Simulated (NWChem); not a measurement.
System meant: InH3O; SMILES [InH2][OH]

Here is an NWChem input.

```
start job
memory heap 200 mb stack 900 mb global 1100 mb
geometry units angstroms noautoz
  In    -0.031604     0.303871     0.000000
  H     -1.611506     0.973580     0.000000
  H      1.539298     1.018668     0.000000
  O     -0.090887    -1.700672     0.000000
  H      0.783101    -2.106168     0.000000
end
basis spherical
  * library def2-svp
end
ecp
  In library def2-ecp
end
dft
  odft
  mult 2
  xc b3lyp
  iterations 150
  mulliken
end
task dft energy
```

End of the output:

```
 Summary of "ao basis" -> "" (spherical)
 ------------------------------------------------------------------------------
       Tag                 Description            Shells   Functions and Types
 ---------------- ------------------------------  ------  ---------------------
 *                          def2-svp                  on all atoms

                                 NWChem DFT Module
                                 -----------------

 Summary of "ao basis" -> "ao basis" (spherical)
 ------------------------------------------------------------------------------
       Tag                 Description            Shells   Functions and Types
 ---------------- ------------------------------  ------  ---------------------
 In                         def2-svp                10       26   4s4p2d
 H                          def2-svp                 3        5   2s1p
 O                          def2-svp                 6       14   3s2p1d

 Summary of "ao basis" -> "ao basis" (spherical)
 ------------------------------------------------------------------------------
       Tag                 Description            Shells   Functions and Types
 ---------------- ------------------------------  ------  ---------------------
 In                         def2-svp                10       26   4s4p2d
 H                          def2-svp                 3        5   2s1p
 O                          def2-svp                 6       14   3s2p1d

      Symmetry analysis of basis
      --------------------------

        a'         40
        a"         15

  number of electrons :                   32
  multiplicity        :                    2
 ------------------------------------------------------------------------
  no. of electrons and multiplicity not compatible                  32
 ------------------------------------------------------------------------
 ------------------------------------------------------------------------
  current input line :
    23: task dft energy
 ------------------------------------------------------------------------
 ------------------------------------------------------------------------
 There is an error in the input file
 ------------------------------------------------------------------------
 For more information see the NWChem manual at https://nwchemgit.github.io

0: no. of electrons and multiplicity not compatible:Received an Error in Communication
```

**Question.** Can this run be used? If not, why, and what is the fix?

**Answer.** The program refused the input. Cause: the multiplicity doesn't fit the number of electrons (an even count wants an odd multiplicity, and the reverse). This input runs:
```
start job
memory heap 200 mb stack 900 mb global 1100 mb
geometry units angstroms noautoz
  In    -0.031604     0.303871     0.000000
  H     -1.611506     0.973580     0.000000
  H      1.539298     1.018668     0.000000
  O     -0.090887    -1.700672     0.000000
  H      0.783101    -2.106168     0.000000
end
basis spherical
  * library def2-svp
end
ecp
  In library def2-ecp
end
dft
  xc b3lyp
  iterations 150
  mulliken
end
task dft energy
```
It converges to -267.14626 Ha (B3LYP/def2-SVP with def2 effective core potentials on In).
